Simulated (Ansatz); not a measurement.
Basis sets compared for trans-PdH2(NH3)2 (PdN₂H₈). Total charge 0; singlet. Geometry r2SCAN-D4/def2-SVP. Ansatz on 2 threads of Intel Xeon Platinum 8375C on a shared host; times are rough, and most runs start from earlier orbitals.

Cartesian coordinates in Å:
```
N 1.748 -0.753 -0.771
N -1.747 0.752 0.773
Pd 0.001 -0.001 0.004
H 0.702 0.066 1.496
H 1.587 -1.303 -1.614
H 2.243 -1.329 -0.090
H 2.363 0.024 -1.020
H -0.700 -0.067 -1.489
H -2.401 -0.017 0.931
H -2.191 1.397 0.119
H -1.606 1.230 1.662
```

In the def2 sets Pd takes a core potential; there is no spin–orbit coupling. Another isomer (singlet) lies 0.51 eV lower at PBE0-D4/def2-TZVP; other spin states weren't run for this one.

Binding counts from free atoms (N quartet, Pd singlet, H doublet) in the same basis, without a counterpoise term.

| level | functions | energy (Eh) | HOMO (eV) | LUMO (eV) | binding per atom (eV) | wall time |
| --- | --- | --- | --- | --- | --- | --- |
| PBE-D4/def2-SVP | 99 | -241.9919 | -4.11 | -0.91 | 3.02 | 1.4 s |
| PBE0-D4/def2-SVP | 99 | -241.9682 | -5.12 | 0.00 | 2.93 | 1.4 s |

(1) Estimate the rows for PBE-D4/def2-TZVP (with forces), PBE0-D4/def2-TZVP.

Answers

(1) 
| level | functions | energy (Eh) | HOMO (eV) | LUMO (eV) | binding per atom (eV) | wall time |
| --- | --- | --- | --- | --- | --- | --- |
| PBE-D4/def2-TZVP (with forces) | 150 | -242.1632 | -4.23 | -1.18 | 3.02 | 2.7 s |
| PBE0-D4/def2-TZVP | 150 | -242.1347 | -5.23 | -0.29 | 2.92 | 2.3 s |
